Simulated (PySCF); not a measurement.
From computed data to an observable: chemical shift, span and skew from a shielding tensor

F3Ge, SMILES [F][Ge]([F])[F] (connectivity only; charge and spin as stated), charge +1, multiplicity 1. Atoms are numbered in the order given.

```xyz
4

F      1.6609     0.0000     0.0000
Ge     0.0000     0.0000     0.0000
F     -0.8304     1.4383     0.0000
F     -0.8304    -1.4383     0.0000
```
Charge +1, spin multiplicity 1.

The structure is a stationary point at PBE0-D3(BJ)/def2-SVP. The multiplicity is an assumed one; other spin states were not compared. The isomer is the one that the SMILES or the coordinates give; other isomers of the formula were not compared.

GIAO shieldings from KT2/pcSseg-2 run with PySCF, non-relativistic, no solvent. The symmetric part of the tensor of F1 has the principal values 55.2, 170.4, 391.2 ppm. The same nucleus in CFCl3 has σ = 125.1 ppm at this level (PySCF, at its B3LYP-D3(BJ)/def2-TZVP geometry).

Question: Work out the isotropic shielding, the ¹⁹F shift against CFCl3, the span and the skew.

Answer: 
σ(iso) = (σ11 + σ22 + σ33)/3 = 205.6 ppm. δ = σ(ref) − σ(iso) = 125.1 − (205.6) = -80.5 ppm.
Span Ω = σ33 − σ11 = 336.0 ppm. Skew κ = 3(σ(iso) − σ22)/Ω = 0.31. Tumbling in solution averages the tensor to δ; in a static solid the shielding alone would spread this spin-1/2 line over Ω.
